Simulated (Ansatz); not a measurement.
Gas-phase electronic energies from Ansatz, PBE0-D4/def2-TZVP geometries. CBS: MP2 limit from def2 TZ/QZ plus the TZ coupled-cluster correction, frozen cores. Functionals use def2-TZVPP. For Br outer-core shells are correlated without core-valence functions, which leaves a few kJ/mol of doubt a bond. Scalar relativity is left out up to krypton. Each species was taken in one conformer, which may not be the lowest.

Consider the ligand exchange at a B–Br bond: `OB(Br)Br` + `CNC` → `CN(C)B(O)Br` + HBr.

(1) Is it downhill or uphill in electronic energy at CCSD(T)/CBS, and by how much? (Estimate.)

(2) What do these levels give: PBE-D4, ωB97X-V, ωB97M-V, B2PLYP, HF/def2-TZVPP, MP2/def2-TZVPP, CCSD/def2-TZVPP, HF/def2-QZVPP, MP2/def2-QZVPP, HF/CBS(def2), MP2/CBS(def2), CCSD/CBS(def2)? (Estimate.)

Largest T1 diagnostic among the species: 0.010.

Answers

(1) The calculation gave: Downhill: ΔE = -13.3 kcal/mol.

(2) The calculation gave: PBE-D4 -12.0, ωB97X-V -13.1, ωB97M-V -13.5, B2PLYP -12.6, HF/def2-TZVPP -12.0, MP2/def2-TZVPP -13.1, CCSD/def2-TZVPP -13.6, HF/def2-QZVPP -12.1, MP2/def2-QZVPP -12.9, HF/CBS(def2) -12.1, MP2/CBS(def2) -12.7, CCSD/CBS(def2) -13.2 kcal/mol.

From PBE to PBE0 (25 % exact exchange), in def2-TZVPP and without D4, ΔE moves by −0.8 kcal/mol. The D4 term adds −1.6 kcal/mol with B3LYP and −1.0 kcal/mol with PBE0; it sums over pairs of atoms, weighted by their polarisabilities, and B3LYP, whose exchange is more repulsive, gets the larger term.

B3LYP here is the variant with VWN-RPA as its local correlation; programs differ in this.
